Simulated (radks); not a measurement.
Results of a calculation; reference values are marked as such.
Valence configurations of In (all share [Kr]). Code: a radial shooting solver on a logarithmic mesh with Libxc functionals. Model: scalar-relativistic Kohn-Sham, PBE, spin-unpolarised, spherical densities, finite nucleus; Fermi nuclear charge, rms radius 4.6156 fm. Energies are relative to 4d10 5s2 5p1; eigenvalues in eV.

| valence | E (eV) | e(4d) | e(5p) | e(5s) |
|---|---|---|---|---|
| 4d10 5s2 5p1 | 0.000 | -18.624 | -2.519 | -8.211 |
| 4d10 5s1.5 5p1.5 | 2.884 | -19.456 | -2.882 | -8.725 |
| 4d10 5s1 5p2 | 5.840 | -20.241 | -3.219 | -9.200 |
| 4d10 5p3 | 11.946 | -21.707 | -3.835 | - |
| 4d9 5s2 5p2 | 18.307 | -24.189 | -3.678 | -10.264 |
| 4d9 5s1.5 5p2.5 | 21.629 | -24.911 | -3.987 | -10.690 |
| 4d9 5s0.5 5p3.5 | 28.441 | -26.278 | -4.561 | -11.479 |
| 4d8 5s2 5p3 | 41.018 | -29.675 | -4.752 | -12.136 |
| 4d8 5p5 | 56.161 | -32.187 | -5.799 | - |
| 4d6 5s2 5p5 | 99.729 | -40.591 | -6.774 | -15.575 |

NIST lists [Kr] 4d10 5s2 5p1 as the ground configuration; this level of theory agrees among the configurations tried. The energies are those of spherical spin-averaged densities, not of single terms.
